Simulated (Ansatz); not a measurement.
Consider the ligand exchange at the Si–O bond: `O[SiH](O)O` + `O[SiH](O)S` → `O[SiH](O)S[SiH](O)O` + H₂O.

Computed with Ansatz on PBE0-D4/def2-TZVP structures; ΔE is electronic, products minus reactants. CCSD(T)/CBS is the MP2 limit (def2-TZVPP, def2-QZVPP) plus CCSD(T) − MP2 in def2-TZVPP, frozen cores. This one scheme is used for every species. Functionals use def2-TZVPP. B3LYP here is the variant with VWN-RPA as its local correlation; programs differ in this. Each species was taken in one conformer, which may not be the lowest.

| level | ΔE (kJ/mol) | difference from CCSD(T)/CBS |
| --- | --- | --- |
| r2SCAN-D4 | 31.6 | -0.9 |
| B3LYP-D4 | 33.3 | 0.8 |
| B2PLYP | 44.0 | 11.5 |
| PBE | 29.5 | -3.0 |
| r2SCAN | 34.5 | 2.0 |
| B3LYP | 49.2 | 16.7 |
| HF/def2-TZVPP | 67.1 | 34.6 |
| MP2/def2-TZVPP | 32.5 | 0.0 |
| SCS-MP2/def2-TZVPP | 41.4 | 8.9 |
| CCSD/def2-TZVPP | 44.0 | 11.5 |
| CCSD(T)/def2-TZVPP | 37.7 | 5.2 |
| HF/def2-QZVPP | 68.1 | 35.6 |
| MP2/def2-QZVPP | 29.9 | -2.6 |
| HF/CBS(def2) | 68.3 | 35.8 |
| MP2/CBS(def2) | 27.3 | -5.2 |
| CCSD/CBS(def2) | 38.9 | 6.4 |
| CCSD(T)/CBS | 32.5 | 0 |

Largest T1 diagnostic among the species: 0.012.

From PBE to PBE0 (25 % exact exchange), in def2-TZVPP and without D4, ΔE moves by +3.5 kJ/mol. In def2-TZVPP, CCSD(T) changes the Hartree–Fock value by −29.4 kJ/mol (the triples alone add −6.3 kJ/mol) and MP2 by −34.6 kJ/mol.
